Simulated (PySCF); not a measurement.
A series of related compounds: `n1c(OC)c([SiH3])pcc1`, C$_{5}$H$_{8}$NOPSi; SMILES COc1nccpc1C=O, C$_{6}$H$_{6}$NO$_{2}$P; SMILES COc1nccpc1C, C$_{6}$H$_{8}$NOP; SMILES O=C(C)c1nccpc1C, C$_{7}$H$_{8}$NOP; `COc1nccpc1F`, C$_{5}$H$_{5}$FNOP; `C=Cc1pccnc1OC`, C$_{7}$H$_{8}$NOP.

- geometry from GFN2-xTB
- NMR shieldings at PBE0/pcSseg-1/GIAO
- run in PySCF
- rapidly exchanging positions averaged, in vacuum, non-relativistic Hamiltonian, one computed conformer

Chemical shifts δ = σref − σ; 31P vs H3PO4; 15N against NH3, all at this level.

Question: How does the 31P shift change along the series?

Answer: 
| compound | change | δ (ppm) | HOMO–LUMO gap (eV) |
| --- | --- | --- | --- |
| COc1nccpc1[SiH3] | CH3 replaced by SiH3 | 314.8 | 5.22 |
| COc1nccpc1C=O | CH3 replaced by CHO | 314.9 | 4.63 |
| COc1nccpc1C | base | 268.4 | 5.20 |
| CC(=O)c1nccpc1C | OCH3 replaced by COCH3 | 282.2 | 4.64 |
| COc1nccpc1F | CH3 replaced by F | 214.9 | 5.06 |
| C=Cc1pccnc1OC | CH3 replaced by vinyl | 262.1 | 4.33 |

Question: How does the 15N shift change along the series?

Answer: 
```csv
compound,change,δ (ppm),HOMO–LUMO gap (eV)
COc1nccpc1[SiH3],CH3 replaced by SiH3,299.7,5.22
COc1nccpc1C=O,CH3 replaced by CHO,311.7,4.63
COc1nccpc1C,base,308.6,5.20
CC(=O)c1nccpc1C,OCH3 replaced by COCH3,359.6,4.64
COc1nccpc1F,CH3 replaced by F,319.3,5.06
C=Cc1pccnc1OC,CH3 replaced by vinyl,311.3,4.33
```
